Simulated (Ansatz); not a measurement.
Potential energy curve for SeMg, lowest triplet found (which spin is the ground state isn't settled by this scan).

- UCCSD = Ansatz (a program for electronic structure) with CCSD on UHF/cc-pVDZ, cores with 3d frozen
- ROMP2 = MP2 on ROHF/cc-pVDZ, cores with 3d frozen (Ansatz)
- UCCSD(T) = CCSD(T) on UHF/cc-pVDZ, cores with 3d frozen run with Ansatz

Total energies in hartree (comparable only within one method and basis):

| R / Å | UCCSD | ROMP2 | UCCSD(T) |
|---|---|---|---|
| 1.86 | -2599.44095 | -2599.42405 | -2599.44355 |
| 2.02 | -2599.51163 | -2599.49482 | -2599.51428 |
| 2.18 | -2599.54780 | -2599.53093 | -2599.55053 |
| 2.27 | -2599.55847 | -2599.54151 | -2599.56126 |
| 2.36 | -2599.56440 | -2599.54729 | -2599.56724 |
| 2.50 | -2599.56703 | -2599.54958 | -2599.56997 |
| 2.54 | -2599.56672 | -2599.54914 | -2599.56968 |
| 2.66 | -2599.56388 | -2599.54582 | -2599.56693 |
| 2.74 | -2599.56087 | -2599.54237 | -2599.56396 |
| 2.84 | -2599.55637 | -2599.53716 | -2599.55951 |
| 2.93 | -2599.55200 | -2599.53195 | -2599.55514 |
| 3.08 | -2599.54483 | -2599.52280 | -2599.54786 |
| 3.31 | -2599.53590 | -2599.50932 | -2599.53844 |
| 3.49 | -2599.53134 | -2599.50428 | -2599.53343 |
| 3.80 | -2599.52757 | -2599.50109 | -2599.52905 |
| 4.16 | -2599.52627 | -2599.49984 | -2599.52740 |
| 4.64 | -2599.52586 | -2599.49927 | -2599.52683 |

The scan ran from 1.86 to 8.81 Å; beyond the distances shown full CI changes its symmetry label. The unrestricted determinant behind UCCSD, UCCSD(T) is spin-contaminated at 3.31 to 3.80 Å (<S²> up to 2.2, against 2.00 for a pure triplet). The T1 diagnostic of CCSD on the restricted reference of ROMP2 exceeds 0.045 at 2.93 to 3.49 Å.
